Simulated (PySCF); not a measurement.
Computed IR spectrum (relative IR intensity) of a molecule H2O2S2W, multiplicity 1. Geometry: B3LYP-D3(BJ)/def2-SVP. The multiplicity is an assumed one; no other spin state was optimised. The def2 effective core potentials stand for the cores of W; spin–orbit coupling is left out. One conformer was computed; it need not be the lowest. Level of theory: B3LYP-D3(BJ)/def2-SVP run with PySCF 2.14.0. Frequencies are harmonic and unscaled.

Lines under 2 % of the strongest are left out, and lines within 2 cm⁻¹ are merged.

ν (cm⁻¹): 161 (w), 201 (w), 277 (w), 281 (m), 390 (m), 396 (w), 637 (w), 640 (m), 992 (vs), 1028 (s), 2649 (w) (against the strongest line: vs over 80 %, s over 45 %, m over 15 %, w over 4 %, vw less)

Task: Which structure fits?
A. [O]=[W]([OH])(=[S])[SH]
B. [O]=[W](=[O])([SH])[SH]
C. [OH][W]([OH])(=[S])=[S]

Result: B, [O]=[W](=[O])([SH])[SH]
